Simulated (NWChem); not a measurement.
Species: C$_{2}$H$_{2}$I$_{2}$; SMILES C=C(I)I

Results from NWChem. Pople sets run with spherical d functions. Structure relaxed at the PBE0/def2-SVP (def2 core potentials past Kr) level. Total energies compare along this basis series because the functional is fixed.

| level | basis functions | energy (Ha) | highest occupied level (eV) | orbital gap (eV) | dipole (D) |
|---|---|---|---|---|---|
| PBE0/STO-3G, non-relativistic | 66 | -13781.4729 | … | … | 1.21 |
| PBE0/3-21G, non-relativistic | 84 | -13856.0563 | -6.97 | 5.47 | 1.20 |
| PBE0/6-311G**, non-relativistic | 172 | -13915.5081 | -7.20 | 5.31 | 1.23 |

Some entries are withheld; supply them.


- PBE0/STO-3G, non-relativistic, highest occupied level (eV): -4.99
- PBE0/STO-3G, non-relativistic, orbital gap (eV): 6.96
